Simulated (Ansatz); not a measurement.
Reaction (formal exchange of groups at a W–Cl bond): `[NH2][W](=[O])(=[O])[Cl]` + `CC(=N)O` → `[NH2][W](=[O])(=[O])[OH]` + `CC(=N)Cl`

Gas-phase electronic energies from Ansatz, PBE0-D4/def2-TZVP geometries. CCSD(T)/CBS is the MP2 limit (def2-TZVPP, def2-QZVPP) plus CCSD(T) − MP2 in def2-TZVPP, frozen cores. DFT in def2-TZVPP. def2 core potentials past Kr. For W outer-core shells are correlated without core-valence functions, which leaves a few kJ/mol of doubt a bond. One conformer a species, not always the lowest.

```csv
level,ΔE (kJ/mol)
LDA (SPW92),60.3
PBE-D4,54.0
BLYP-D4,47.2
ωB97X-V,57.6
PBE0,61.4
r2SCAN0,62.4
CCSD/def2-SVP,68.1
CCSD(T)/def2-SVP,68.2
```

**Question.** What does CCSD(T)/CBS give? (Best estimate.)

**Answer.** Computed: +57.2 kJ/mol. The listed levels differ from it by 3.1, -3.2, -10.0, 0.4, 4.2, 5.2, 10.9, 11.0 kJ/mol.

Largest T1 diagnostic among the species: 0.022, so the coupled-cluster value is less sure than usual.

Leaving LDA and LC-ωPBE aside and taking each functional with its dispersion term where it has one, the values, not all of them listed here, spread over 20.1 kJ/mol, from BLYP-D4 to PBE-QIDH. LDA lies +6.0 kJ/mol from PBE without D4. From r2SCAN to r2SCAN0 (25 % exact exchange), in def2-TZVPP and without D4, ΔE moves by +5.3 kJ/mol.
